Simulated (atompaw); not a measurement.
## Which change was made? (Ca, PAW (atompaw))

```
Element                 : Ca
Generator               : atompaw 4.2.0.5
Type                    : PAW
Functional              : LDA (PW92)
Relativity              : scalar-relativistic
Frozen core             : [Ne] 3s2
Valence charge          : 8
Reference configuration : 3p6 3d0 4s0 4p0 (charge +2)
Partial waves           : 4s (bound, empty): rc 3.00 bohr; 4s channel at -0.3 Ry: rc 3.00 bohr; 3p (bound): rc 2.10 bohr; 4p (bound, empty): rc 1.90 bohr; 3d (bound, empty): rc 2.90 bohr; 3d channel at -0.8 Ry: rc 2.90 bohr
Local potential         : vpsmatchnc scheme with l = 3 at 1 Ry, radius 2.25 bohr
Core correction         : smooth core density matched at 2.75 bohr
Augmentation charge     : besselshape compensation charge, radius 2.60 bohr; PAW radius 3.00 bohr; waves and projectors: custom polynom vanderbiltortho
```

Cutoffs, loose and tight: the cutoffs (Ry, on a coarse ladder) from which the occupation-weighted sum of valence levels, in a spherical-Bessel basis at the reference potential, stays within 10 and 1 mRy of its value at 400 Ry. They see the waves, projectors and local potential, not the compensation charge or the core.

The base gives: outcome: generated; cutoff, loose: 18 Ry; cutoff, tight: 30 Ry; bound ghosts: s, p.

(1) After one change the result is: outcome: failed: atompaw: The overlap operator has at least one negative eigenvalue!. Which change was it?
A. all radii scaled by about 1.28 (s 3.84, p 2.68, d 3.70 bohr); local potential vpsmatchnc scheme with l = 3 at 1 Ry, radius 2.88 bohr; augmentation besselshape compensation charge, radius 3.32 bohr; PAW radius 3.84 bohr; waves and projectors: custom polynom vanderbiltortho; core correction smooth core density matched at 3.52 bohr
B. all radii scaled by about 1.06 (s 3.18, p 2.22, d 3.08 bohr); local potential vpsmatchnc scheme with l = 3 at 1 Ry, radius 2.38 bohr; augmentation besselshape compensation charge, radius 2.76 bohr; PAW radius 3.18 bohr; waves and projectors: custom polynom vanderbiltortho; core correction smooth core density matched at 2.92 bohr
C. all radii scaled by about 0.93 (s 2.80, p 1.96, d 2.70 bohr); local potential vpsmatchnc scheme with l = 3 at 1 Ry, radius 2.10 bohr; augmentation besselshape compensation charge, radius 2.42 bohr; PAW radius 2.80 bohr; waves and projectors: custom polynom vanderbiltortho; core correction smooth core density matched at 2.56 bohr
D. all radii scaled by about 0.85 (s 2.56, p 1.80, d 2.48 bohr); local potential vpsmatchnc scheme with l = 3 at 1 Ry, radius 1.92 bohr; augmentation besselshape compensation charge, radius 2.22 bohr; PAW radius 2.56 bohr; waves and projectors: custom polynom vanderbiltortho; core correction smooth core density matched at 2.34 bohr

Answers

(1) A. The others give: all radii scaled by about 0.93 (s 2.80, p 1.96, d 2.70 bohr); local potential vpsmatchnc scheme with l = 3 at 1 Ry, radius 2.10 bohr; augmentation besselshape compensation charge, radius 2.42 bohr; PAW radius 2.80 bohr; waves and projectors: custom polynom vanderbiltortho; core correction smooth core density matched at 2.56 bohr → outcome: generated; cutoff, loose: 30 Ry; cutoff, tight: 35 Ry; bound ghosts: s, p | all radii scaled by about 0.85 (s 2.56, p 1.80, d 2.48 bohr); local potential vpsmatchnc scheme with l = 3 at 1 Ry, radius 1.92 bohr; augmentation besselshape compensation charge, radius 2.22 bohr; PAW radius 2.56 bohr; waves and projectors: custom polynom vanderbiltortho; core correction smooth core density matched at 2.34 bohr → outcome: generated; cutoff, loose: 25 Ry; cutoff, tight: 40 Ry; bound ghosts: s, p | all radii scaled by about 1.06 (s 3.18, p 2.22, d 3.08 bohr); local potential vpsmatchnc scheme with l = 3 at 1 Ry, radius 2.38 bohr; augmentation besselshape compensation charge, radius 2.76 bohr; PAW radius 3.18 bohr; waves and projectors: custom polynom vanderbiltortho; core correction smooth core density matched at 2.92 bohr → outcome: generated; cutoff, loose: 15 Ry; cutoff, tight: 30 Ry; bound ghosts: s.
